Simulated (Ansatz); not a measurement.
Reaction (atomization): `C[SiH2]CCF` → 3 C• + F• + 9 H• + Si•

Isolated molecules relaxed with PBE0-D4/def2-TZVP in Ansatz; ΔE leaves out vibrations. CCSD(T)/CBS is the MP2 limit (def2-TZVPP, def2-QZVPP) plus CCSD(T) − MP2 in def2-TZVPP, frozen cores. This one scheme is used for every species, atoms too. For atomizations the MP2-based limit and the directly extrapolated one differ by several kJ/mol either way, and by 10 to 25 for some Ge, Se and Sn compounds, so smaller differences from it don't rank the levels. DFT in def2-TZVPP. HSE06 is defined as in plane-wave codes. Open shells (•) are unrestricted, without spin–orbit coupling. Spin–orbit coupling would lower the free atoms: a little for C, F, Si. Each species was taken in one conformer, which may not be the lowest.

```tsv
level	ΔE (kJ/mol)	difference from CCSD(T)/CBS
BLYP-D4	5129.8	-32.9
r2SCAN-D4	5169.5	6.8
r2SCANh-D4	5148.5	-14.2
ωB97X-V	5178.3	15.6
PBE-QIDH	5135.7	-27.0
r2SCAN0	5111.4	-51.3
HSE06	5148.5	-14.2
HF/def2-SVP	3935.9	-1226.8
MP2/def2-SVP	4941.4	-221.3
SCS-MP2/def2-TZVPP	5083.7	-79.0
CCSD(T)/CBS	5162.7	0
```

Largest T1 diagnostic among the species: 0.012.

At CCSD(T), def2-SVP lies −241.7 kJ/mol from the extrapolated value and def2-TZVPP −114.4 kJ/mol: correlation converges slowly with the basis, and small sets miss more of it in the bonded molecule than in its fragments. From r2SCAN to r2SCAN0 (25 % exact exchange), in def2-TZVPP and without D4, ΔE moves by −51.4 kJ/mol: exact exchange takes away binding that semilocal exchange gives to molecules.
